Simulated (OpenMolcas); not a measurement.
Mn3+: effect of the active space

* Program: OpenMolcas 26.06
* Method: SS-CASPT2 or its RAS form, IPEA 0.25 Eh, imaginary shift 0.1 Eh
* Basis: ANO-RCC-VTZP
* Scalar Hamiltonian: DKH2, point nucleus
* Spin-orbit coupling: state interaction with AMFI integrals over the reference wave functions, term energies averaged over their components

A. 4 electrons in 5 orbitals (3d); 2S+1 = 5 even, 5 roots; 2S+1 = 3 even, 45 roots; 2S+1 = 1 even, 50 roots; closed shells correlated: 3s 3p; CASPT2 step of the order of 30 core-seconds
B. 10 electrons in 8 orbitals (RAS1 3p, at most 2 holes; RAS2 3d); 2S+1 = 5 even, 5 roots; 2S+1 = 3 even, 45 roots; 2S+1 = 1 even, 44 roots; closed shells correlated: 3s; CASPT2 step of the order of 50 core-seconds
C. 4 electrons in 9 orbitals (RAS2 3d 4s; RAS3 4p, at most 2 electrons); 2S+1 = 5 even, 15 roots; 2S+1 = 3 even, 90 roots kept (CI in the orbitals of an earlier block); 2S+1 = 1 even, 78 roots kept (CI in the orbitals of an earlier block); 2S+1 = 5 odd, 9 roots (0 in the spin-orbit step); 2S+1 = 3 odd, 5 roots kept (CI in the orbitals of an earlier block, 0 in the spin-orbit step); closed shells correlated: 3s 3p; CASPT2 step roughly 2.7 core-minutes
D. 4 electrons in 10 orbitals (3d 4d); 2S+1 = 5 even, 5 roots; 2S+1 = 3 even, 45 roots; 2S+1 = 1 even, 44 roots; closed shells correlated: 3s 3p; CASPT2 step roughly 9 core-minutes

Energies in cm⁻¹ above 3d⁴ ⁵D₀, the measured ground level; measured values from Corliss and Sugar, J. Phys. Chem. Ref. Data 6, 1253 (1977).

```tsv
Level	A	B	C	D	Measured
3d⁴ ⁵D₀	0.0	0.0	0.0	0.0	0.0
3d⁴ ⁵D₁	103	106	110	104	99.0
3d⁴ ⁵D₂	302	313	323	306	287
3d⁴ ⁵D₃	590	610	629	598	552
3d⁴ ⁵D₄	957	988	1017	972	886
3d⁴ ³P₀(1)	20820	21140	20910	21140	20654
3d⁴ ³P₁(1)	21430	21780	21580	21760	21279
3d⁴ ³H₄	21570	21630	21860	21740	21281
3d⁴ ³H₅	21790	21860	22110	21980	21475
3d⁴ ³H₆	22040	22110	22370	22240	21679
3d⁴ ³P₂(1)	22490	22880	22730	22830	22325
3d⁴ ³F₂(1)	23080	23410	23320	23340	22791
3d⁴ ³F₃(1)	23160	23500	23390	23430	22862
3d⁴ ³F₄(1)	23280	23640	23520	23560	22959
3d⁴ ³G₃	25960	26210	26080	26100	25440
3d⁴ ³G₄	26220	26480	26360	26380	25671
3d⁴ ³G₅	26450	26700	26600	26620	25878
3d⁴ ¹G₄(1)	32030	32370	32180	32460	
3d⁴ ³D₃	32110	32620	31980	32290	31385
3d⁴ ³D₂	32200	32710	32080	32370	31474
3d⁴ ³D₁	32280	32800	32170	32450	31581
3d⁴ ¹I₆	32660	32510	32970	33020	
3d⁴ ¹F₃	46190	46450	46110	46510	
3d⁴ ³P₂(2)	54500	54660	54000	54580
```

Deviations, from unrounded energies. A percentage is the sum of absolute deviations over the sum of measured energies, with the sign that they share, or ± where signs differ.

| Against measurement | Levels | A | B | C | D |
| --- | --- | --- | --- | --- | --- |
| mean absolute deviation (cm-1) | 19 | 330 | 580 | 450 | 510 |
| fine structure of the ground term (%) | 4 | +7.0 | +10.6 | +14.0 | +8.5 |
| other terms of the ground configuration (%) | 15 | +1.7 | +2.9 | +2.3 | +2.6 |

A lies closest to measurement on these levels and B furthest from it. The largest miss of A in the table is 3d⁴ ³D₃, by +720 cm-1. The ranking rests on the paired levels alone, and a cruder setting can come out closer through cancelling errors.

The spin-orbit steps hold different terms of 3d⁴ (B lacks a ¹D, a ¹S; D lacks a ¹D, a ¹S), which shifts levels as well.

Among A to D the level of the table that moves most is 3d⁴ ³P₂(2), by 660 cm-1 (lowest in C, highest in B). Moves below CASPT2's spread within the term are not significant.

Term energies are means over components that CASPT2 splits; among the terms shown or strongly mixed into the levels shown the widest spread is 370 cm-1 (3d⁴ ¹I, C). The CASPT2 spread within a term exceeds the gap to the next term for 3d⁴ ¹G(1) and 3d⁴ ³D, so the order of their levels is uncertain (figures for A; the like holds for C, D). Active for correlation alone: 3p; no level in the range computed is led by a configuration that opens it, so any true level of that kind is missing (holds for B). Some high roots are left out of the spin-orbit mixing, which shifts the levels that they would mix with (holds for C). Terms from blocks run as CI alone lack orbitals of their own (holds for C). Active for correlation alone: 4d; no level in the range computed is led by a configuration that fills it, so any true level of that kind is missing (holds for D). Measured partners are found by configuration, term and J. A level has none where our copy of the source lacks it or the pairing is in doubt (some pairs that miss far off the trend of their configuration count as doubtful), and it then counts in no deviation. Only configurations of the active space appear. Levels that lie high or do not pair safely by name in every column are left out.

A number in round brackets counts repeated terms of one configuration in the order of the reference energies.
